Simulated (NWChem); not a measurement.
System: CaHSCl; SMILES [Ca]([SH])[Cl]

NWChem input:

```
start job
memory heap 200 mb stack 900 mb global 1100 mb
geometry units angstroms noautoz
  Ca     0.504014     0.016695     0.024327
  Cl    -0.304943    -2.293880    -0.008378
  S      0.403977     2.592074    -0.033817
  H     -0.945732     2.677575    -0.013602
end
basis spherical
  * library cc-pvdz
end
dft
  xc b3lyp
  iterations 150
  mulliken
end
task dft energy
```

NWChem printed, in part:

```
             Northwest Computational Chemistry Package (NWChem) 7.3.0
             --------------------------------------------------------

 C1  symmetry detected

                             Geometry "geometry" -> ""
                             -------------------------

 Output coordinates in angstroms (scale by  1.889725989 to convert to a.u.)

  No.       Tag          Charge          X              Y              Z
 ---- ---------------- ---------- -------------- -------------- --------------
    1 Ca                  20.0000     0.32097135    -0.04206180     0.00641657
    2 Cl                  17.0000    -0.16873720    -2.44087066    -0.00539257
    3 S                   16.0000    -0.12979192     2.49615615    -0.00865638
    4 H                    1.0000    -1.47422402     2.39753889     0.10184433

 Effective nuclear repulsion energy (a.u.)     179.8737956490

                                 NWChem DFT Module
                                 -----------------

 Summary of "ao basis" -> "ao basis" (spherical)
 ------------------------------------------------------------------------------
       Tag                 Description            Shells   Functions and Types
 ---------------- ------------------------------  ------  ---------------------
 Ca                         cc-pvdz                 11       27   5s4p2d
 Cl                         cc-pvdz                  8       18   4s3p1d
 S                          cc-pvdz                  8       18   4s3p1d
 H                          cc-pvdz                  3        5   2s1p

            General Information
            -------------------
          SCF calculation type: DFT
          Wavefunction type:  closed shell.
          No. of atoms     :     4
          No. of electrons :    54
           Alpha electrons :    27
            Beta electrons :    27
          Charge           :     0
          Spin multiplicity:     1
          Use of symmetry is: off; symmetry adaption is: off
          Maximum number of iterations: 150
          AO basis - number of functions:    68
                     number of shells:    30
          Convergence on energy requested:  1.00D-06
          Convergence on density requested:  1.00D-05
          Convergence on gradient requested:  5.00D-04

              XC Information
              --------------
                         B3LYP Method XC Potential
                     Hartree-Fock (Exact) Exchange  0.200
                        Slater Exchange Functional  0.800 local
                    Becke 1988 Exchange Functional  0.720 non-local
              Lee-Yang-Parr Correlation Functional  0.810
                  VWN I RPA Correlation Functional  0.190 local

             Grid Information
             ----------------
          Grid used for XC integration:  medium
          Radial quadrature: Mura-Knowles
          Angular quadrature: Lebedev.
          Tag              B.-S. Rad. Rad. Pts. Rad. Cut. Ang. Pts.
          ---              ---------- --------- --------- ---------
          Ca                  1.80      112          10.0       590
          Cl                  1.00       88          12.0       590
          S                   1.00       88          12.0       590
          H                   0.35       45          12.0       434
          Grid pruning is: on
          Number of quadrature shells:   333
          Spatial weights used:  Erf1

      Superposition of Atomic Density Guess
      -------------------------------------

 Sum of atomic energies:       -1534.20172101

      Non-variational initial energy
      ------------------------------

 Total energy =   -1534.453708
 1-e energy   =   -2469.879128
 2-e energy   =     755.551625
 HOMO         =      -0.334893
 LUMO         =      -0.104251

     ---------------------------------------------
      Total Density - Mulliken Population Analysis
     ---------------------------------------------

    Atom       Charge   Shell Charges
 -----------   ------   -------------------------------------------------------
    1 Ca  20    18.63   2.00  2.00  2.01  0.27  0.02  6.00  6.00  0.10  0.03  0.12  0.08
    2 Cl  17    17.75   2.00  2.01  0.96  0.99  6.00  3.30  2.49  0.00
    3 S   16    16.85   2.00  2.01  0.93  0.91  6.00  2.54  2.44  0.02
    4 H    1     0.77   0.56  0.17  0.03

   convergence    iter        energy       DeltaE   RMS-Dens  Diis-err
 ---------------- ----- ----------------- --------- --------- ---------
 d= 0,ls=0.0,diis     1  -1536.7117769679 -1.72D+03  1.80D-02  3.72D-01
 d= 0,ls=0.0,diis     2  -1536.6852937030  2.65D-02  1.03D-02  5.18D-01
 d= 0,ls=0.0,diis     3  -1536.7768686856 -9.16D-02  1.67D-03  1.24D-02
 d= 0,ls=0.0,diis     4  -1536.7792985211 -2.43D-03  3.13D-04  5.72D-04
 d= 0,ls=0.0,diis     5  -1536.7794070686 -1.09D-04  6.33D-05  1.67D-05
  Resetting Diis
 d= 0,ls=0.0,diis     6  -1536.7794106234 -3.55D-06  2.05D-05  1.25D-06
 d= 0,ls=0.0,diis     7  -1536.7794109030 -2.80D-07  4.36D-06  2.98D-08

         Total DFT energy =    -1536.779410902953
      One electron energy =    -2474.553002702526
           Coulomb energy =      848.527994148869
    Exchange-Corr. energy =      -90.628197998339
 Nuclear repulsion energy =      179.873795649042

 Numeric. integr. density =       54.000000039180

                       DFT Final Molecular Orbital Analysis
                       ------------------------------------

 Vector   25  Occ=2.000000D+00  E=-2.954039D-01
              MO Center= -1.4D-01, -2.3D+00, -4.3D-03, r^2= 1.5D+00
   Bfn.  Coefficient  Atom+Function         Bfn.  Coefficient  Atom+Function
  ----- ------------  ---------------      ----- ------------  ---------------
    37      0.572284  2 Cl pz                40      0.461410  2 Cl pz
    19     -0.110695  1 Ca d -1              24     -0.065192  1 Ca d -1
    14      0.058904  1 Ca pz                35      0.053372  2 Cl px
    38      0.042845  2 Cl px                11     -0.026794  1 Ca pz

[...]
```

Level: B3LYP/cc-pVDZ. Structure relaxed at the PBE0/def2-SVP level.
